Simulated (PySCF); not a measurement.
**SnN⁺: from constants to spectrum**

ROHF-CCSD(T) constants of SnN⁺, ³Σ⁻ (triplet), unpaired electrons π ↑↑ (Sn def2-TZVPPD with ECP28, N def2-TZVPPD; scalar-relativistic core potentials (PySCF 2.14); masses 119.9022 and 14.0031 u):

| Item | Value |
| --- | --- |
| ωe | 530.9 cm⁻¹ |
| ωexe | 4.19 cm⁻¹ |
| Be | 0.29914 cm⁻¹ |
| αe | 0.00264 cm⁻¹ |
| D (centrifugal) | 3.8e-07 cm⁻¹ |
| De to Sn⁺ + N | 1.44 eV |

(1) Give the vibrational terms G(v) and spacings up to v = 6.

(2) How well does the Morse estimate ωe²/(4ωexe) reproduce De, and what is D0?

Correlated steps freeze 5 core orbitals. These are scalar-relativistic numbers at best; spin–orbit coupling would shift them, the dissociation energy most. For an ion De counts to the pair picked by the measured ionisation energies or electron affinities, which need not be the lowest pair at this level. The state is the lowest determinant that a PBE0 search found; another state may lie lower at other levels.

Results:

(1) G(v) = ωe(v+½) − ωexe(v+½)².

| v | G(v) (cm⁻¹) | G(v) − G(v−1) | Bv (cm⁻¹) |
| --- | --- | --- | --- |
| 0 | 264 |  | 0.2978 |
| 1 | 787 | 523 | 0.2952 |
| 2 | 1301 | 514 | 0.2925 |
| 3 | 1807 | 506 | 0.2899 |
| 4 | 2304 | 497 | 0.2873 |
| 5 | 2793 | 489 | 0.2846 |
| 6 | 3274 | 481 | 0.2820 |

(2) It gives 2.09 eV, 145 % of the computed De. D0 = De − G(0) = 1.44 − 0.03 = 1.41 eV.
